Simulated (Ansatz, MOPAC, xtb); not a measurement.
Torsion H4–C1–Ge2–F3 in CH5FGe (SMILES [CH3][GeH2][F]); at each angle all else is relaxed with GFN2-xTB, and the levels are single points there.
Geometry at 60° (charge 0, multiplicity 1):
```xyz
8

C      1.065     0.083    -0.065
Ge    -0.892     0.007     0.073
F     -1.263    -1.682     0.353
H      1.400    -0.541    -0.890
H      1.513    -0.292     0.852
H      1.413     1.098    -0.233
H     -1.514     0.660     1.276
H     -1.673     0.288    -1.182
```

On the grid 0° to 120°, 0° is the highest and 60° the lowest point at MP2/CBS(cc-pVTZ, cc-pVQZ) + ΔCCSD(T)/cc-pVTZ.

The state that AM1 reach isn't checked.

Codes used: Ansatz (a first-principles code); MOPAC for AM1 (differences of heats of formation); xtb for the GFN methods. 

Q: One of these levels gives 1.25 kcal/mol for the energy at 0° less that at 60°. Name it.
A) AM1
B) SVWN5/def2-TZVPP
C) GFN-FF

A: C, GFN-FF. The others give 0.17 (AM1), 0.76 (SVWN5/def2-TZVPP)
